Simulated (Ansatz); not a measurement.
The first iterations of a band of C$_{2}$H$_{8}$Sn (11 atoms, charge 0, multiplicity 1).

Level of theory: Ansatz 0.2.0, RKS BLYP/def2-SVP.

```yaml
movable_images: 5
climbing_image: yes
spring: 5.0 eV/Å²
optimiser: quadratic models (default)
start_path: through a guess of the saddle point
force_threshold: 0.05 eV/Å
iteration_limit: 60
end_points: relaxed
```

Image 0:

```xyz
11
Properties=species:S:1:pos:R:3
Sn 0.215 -0.770 -0.256
H -0.721 -2.222 -0.015
H 1.672 -1.194 -1.116
C 0.742 0.091 1.698
C -0.951 0.662 -1.449
H 1.255 -0.670 2.317
H 1.415 0.958 1.559
H -0.175 0.425 2.221
H -1.824 1.013 -0.866
H -0.321 1.532 -1.715
H -1.307 0.175 -2.377
```

Image 6:

```xyz
11
Properties=species:S:1:pos:R:3
Sn -0.975 -0.926 0.346
H 1.038 -2.374 -0.968
H 1.461 -1.745 -1.099
C 0.497 0.181 1.659
C -1.030 0.700 -1.225
H 1.011 -0.498 2.368
H 1.247 0.753 1.076
H -0.095 0.910 2.257
H -1.573 1.564 -0.782
H -0.012 1.050 -1.493
H -1.569 0.384 -2.140
```

| iteration | highest image above the first end (eV) | largest band force component (eV/Å) |
| --- | --- | --- |
| 1 | 2.260 | 7.709 |
| 2 | 1.915 | 2.087 |
| 3 | 1.585 | 1.187 |
| 4 | 1.543 | 0.542 |

Problem. Does the band converge within its limit, and where does its top end?

Solution. The run converged. It ended after 13 iterations with the highest image 1.958 eV above the first end. Neighbouring images differ by up to 1.3 eV, so the band resolves the path poorly. A vibrational analysis at the climbing image gives one clearly imaginary mode, 1162i cm⁻¹: a first-order saddle point. The orbitals stay closed-shell, which can raise the energy where a bond breaks towards radicals; this wasn't checked here.

The run took 100 s on 2 threads of Arm Neoverse V1 (shared host), peak memory 0.13 GiB.
